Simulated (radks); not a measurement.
Values are calculated unless marked as measured or tabulated.
Ionisation of As3+, [Ar] 3d10 4s2, to As4+, [Ar] 3d10 4s1, under several functionals. Dirac Kohn-Sham, spin-unpolarised, spherical densities, finite nucleus; a radial shooting solver on a logarithmic mesh with Libxc functionals.

| functional | E(As3+) (hartree) | Exc (hartree) | IE (eV) | -e(HOMO) (eV) | <r> HOMO (bohr) | IE error (eV) |
|---|---|---|---|---|---|---|
| BP86 | -2259.50640 | -83.42355 | 50.845 | 44.654 | 1.738 | +0.695 |
| exchange-only LDA | -2252.99787 | -76.80580 | 49.693 | 43.434 | 1.747 | -0.457 |
| BLYP | -2259.31925 | -83.22688 | 50.837 | 44.537 | 1.744 | +0.687 |
| PBEsol | -2257.29778 | -81.17644 | 50.629 | 44.456 | 1.740 | +0.479 |
| XLYP | -2259.63796 | -83.55091 | 50.870 | 44.561 | 1.745 | +0.720 |

NIST Atomic Spectra Database: 50.2 eV (measured). Closest: exchange-only LDA. The Delta-SCF values span 1.18 eV, the total energies 6.64 hartree. The highest occupied level is 4s1/2. Spin polarisation and multiplet splitting are left out, so open shells lie too high by an amount that depends on their filling.

Beside tabulated values, note that spin-unpolarised runs miss the spin-polarisation part of the exchange energy of open shells.
